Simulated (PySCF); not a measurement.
Isomers of C4H10FNSi.

All values: CAM-B3LYP/def2-SVPD (PySCF) at GFN2-xTB geometries, gas phase, one conformer each. Core orbitals are frozen in the response; Δα² is half the sum of the squared differences of the principal polarisabilities.

(1) Rank by mean static polarisability, highest first.
A. `[CH2:1]=[N:2][SiH2:3][C@@H:4]([F:5])[CH2:6][CH3:7]` with C1–N2–Si3–C4 114°, N2–Si3–C4–F5 -90°, Si3–C4–C6–C7 65°
B. `[CH3:1][C@@H:2]1[CH2:3][CH2:4][Si@H:5]([F:6])[NH:7]1` with C1–C2–C3–C4 -161°, C2–C3–C4–Si5 33°, C3–C4–Si5–F6 100°, C4–Si5–N7–C2 -10°
C. `[CH3:1][N:2]1[CH2:3][C@H:4]([F:5])[CH2:6][SiH2:7]1` with C1–N2–C3–C4 169°, N2–C3–C4–F5 163°, C3–C4–C6–Si7 -36°, C4–C6–Si7–N2 18°
D. `[NH2:1][CH2:2][C@@:3]1([F:4])[CH2:5][CH2:6][SiH2:7]1` with H–N1–C2–C3 -58° and 60°, N1–C2–C3–F4 63°, C2–C3–C5–C6 110°, C3–C5–C6–Si7 12°, C5–C6–Si7–C3 -10°, C2–C3–Si7–C6 -109°

(2) Rank by polarisability anisotropy Δα, highest first.
A. `[CH3:1][N:2]1[CH2:3][C@H:4]([F:5])[CH2:6][SiH2:7]1` with C1–N2–C3–C4 169°, N2–C3–C4–F5 163°, C3–C4–C6–Si7 -36°, C4–C6–Si7–N2 18°
B. `[CH3:1][C@@H:2]1[CH2:3][CH2:4][Si@H:5]([F:6])[NH:7]1` with C1–C2–C3–C4 -161°, C2–C3–C4–Si5 33°, C3–C4–Si5–F6 100°, C4–Si5–N7–C2 -10°
C. `[NH2:1][CH2:2][C@@:3]1([F:4])[CH2:5][CH2:6][SiH2:7]1` with H–N1–C2–C3 -58° and 60°, N1–C2–C3–F4 63°, C2–C3–C5–C6 110°, C3–C5–C6–Si7 12°, C5–C6–Si7–C3 -10°, C2–C3–Si7–C6 -109°
D. `[CH2:1]=[N:2][Si@@H:3]([CH2:4][CH3:5])[CH2:6][F:7]` with C1–N2–Si3–C4 119°, N2–Si3–C4–C5 178°, N2–Si3–C6–F7 -177°

Results:

(1) A (12.34 Å³), D (12.04 Å³), C (11.75 Å³), B (11.33 Å³).

(2) D (4.17 Å³), B (2.70 Å³), A (2.33 Å³), C (2.06 Å³).

All values together:

```json
{"SMILES": "C=N[Si@@H](CC)CF", "μ (D)": "2.58", "HOMO (eV)": "-8.54", "LUMO (eV)": "0.17", "α (Å³)": "12.40", "Δα (Å³)": "4.17"}
{"SMILES": "C=N[SiH2][C@@H](F)CC", "μ (D)": "1.44", "HOMO (eV)": "-8.55", "LUMO (eV)": "0.12", "α (Å³)": "12.34", "Δα (Å³)": "2.89"}
{"SMILES": "CN1C[C@H](F)C[SiH2]1", "μ (D)": "1.85", "HOMO (eV)": "-7.82", "LUMO (eV)": "1.10", "α (Å³)": "11.75", "Δα (Å³)": "2.33"}
{"SMILES": "C=N[SiH2][C@@H](C)CF", "μ (D)": "1.75", "HOMO (eV)": "-8.42", "LUMO (eV)": "0.27", "α (Å³)": "12.36", "Δα (Å³)": "4.02"}
{"SMILES": "C[C@@H]1CC[Si@H](F)N1", "μ (D)": "2.45", "HOMO (eV)": "-8.48", "LUMO (eV)": "1.24", "α (Å³)": "11.33", "Δα (Å³)": "2.70"}
{"SMILES": "NC[C@@]1(F)CC[SiH2]1", "μ (D)": "2.22", "HOMO (eV)": "-8.41", "LUMO (eV)": "0.76", "α (Å³)": "12.04", "Δα (Å³)": "2.06"}
```

Conformers: `[CH2:1]=[N:2][Si@@H:3]([CH2:4][CH3:5])[CH2:6][F:7]` with C1–N2–Si3–C4 119°, N2–Si3–C4–C5 178°, N2–Si3–C6–F7 -177°; `[CH2:1]=[N:2][SiH2:3][C@@H:4]([F:5])[CH2:6][CH3:7]` with C1–N2–Si3–C4 114°, N2–Si3–C4–F5 -90°, Si3–C4–C6–C7 65°; `[CH3:1][N:2]1[CH2:3][C@H:4]([F:5])[CH2:6][SiH2:7]1` with C1–N2–C3–C4 169°, N2–C3–C4–F5 163°, C3–C4–C6–Si7 -36°, C4–C6–Si7–N2 18°; `[CH2:1]=[N:2][SiH2:3][C@@H:4]([CH3:5])[CH2:6][F:7]` with C1–N2–Si3–C4 -122°, N2–Si3–C4–C5 75°, Si3–C4–C6–F7 -54°; `[CH3:1][C@@H:2]1[CH2:3][CH2:4][Si@H:5]([F:6])[NH:7]1` with C1–C2–C3–C4 -161°, C2–C3–C4–Si5 33°, C3–C4–Si5–F6 100°, C4–Si5–N7–C2 -10°; `[NH2:1][CH2:2][C@@:3]1([F:4])[CH2:5][CH2:6][SiH2:7]1` with H–N1–C2–C3 -58° and 60°, N1–C2–C3–F4 63°, C2–C3–C5–C6 110°, C3–C5–C6–Si7 12°, C5–C6–Si7–C3 -10°, C2–C3–Si7–C6 -109°.
